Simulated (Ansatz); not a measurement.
A nudged elastic band was laid between two geometries of C2H5NSSi (10 atoms, charge 0, multiplicity 1).

All numbers below come from Ansatz 0.2.0, RKS PBE-D4/def2-SVP.

```yaml
movable_images: 5
climbing_image: yes
spring: 5.0 eV/Å²
optimiser: quadratic models (default)
start_path: through a guess of the saddle point
force_threshold: 0.03 eV/Å
iteration_limit: 60
end_points: relaxed
```

Initial state:

```xyz
10
Properties=species:S:1:pos:R:3
N 0.114 0.147 2.008
Si 0.476 -0.512 0.452
C -0.791 -1.077 -0.710
C -0.191 0.067 -1.166
S -0.441 1.077 -2.564
H 0.865 0.465 2.623
H -0.765 0.634 2.191
H 1.855 -1.087 0.557
H -1.602 -1.727 -1.076
H 0.564 1.962 -2.311
```

Final state:

```xyz
10
Properties=species:S:1:pos:R:3
N 0.114 0.151 2.005
Si 0.475 -0.513 0.451
C -0.792 -1.077 -0.710
C -0.191 0.067 -1.167
S -0.441 1.077 -2.565
H -0.763 0.641 2.191
H 0.866 0.453 2.627
H 1.855 -1.087 0.563
H -1.605 -1.724 -1.078
H 0.565 1.962 -2.313
```

(1) What changes between the two ends?

(2) Give the energies along the band, and the barrier.

(3) What is the geometry of the highest image?

(4) What are the harmonic wavenumbers there?

## Answers

(1) No bond is made or broken. The height of N1 over the plane of its neighbours goes from 0.17 to -0.16 Å. The two ends are copies of one structure, up to a mirror image or an exchange of like atoms.

(2) The run converged. The highest image is number 4 of 0 to 6, 3.8 kcal/mol above the ends, which have the same energy within 2 meV. A vibrational analysis at the climbing image gives one clearly imaginary mode, 260i cm⁻¹: a first-order saddle point.

```csv
image,path coordinate (Å),energy (kcal/mol),height of N1 over the plane of its neighbours (Å)
0,0.00,0.0,0.17
1,0.55,0.3,-0.16
2,1.10,1.1,-0.26
3,1.65,2.9,-0.31
4,2.20,3.8,-0.32
5,3.03,1.8,-0.28
6,3.86,0.0,-0.16
```

(3) 
```xyz
10
Properties=species:S:1:pos:R:3:forces:R:3
N 0.307 0.256 2.013 0.00 0.00 0.00
Si 0.573 -0.504 0.457 0.00 0.00 0.00
C -0.732 -1.118 -0.664 0.00 0.00 0.00
C -0.210 0.051 -1.116 0.00 0.00 0.00
S -0.493 1.092 -2.481 0.00 0.00 0.00
H -0.416 -0.175 2.598 0.00 0.00 0.00
H 0.137 1.267 1.991 0.00 0.00 0.00
H 1.944 -1.100 0.407 0.00 0.00 0.00
H -1.507 -1.825 -0.999 0.00 0.00 0.00
H 0.480 2.004 -2.203 0.00 0.00 0.00
```

(4) 260i, 137, 227, 259, 292, 402, 441, 467, 579, 709, 766, 805, 830, 848, 897, 948, 1022, 1494, 1533, 2197, 2599, 3132, 3463, 3551 cm⁻¹.

Time of the run: 100 s on 2 threads of Arm Neoverse V1, with other jobs on the host, peak memory 0.14 GiB.
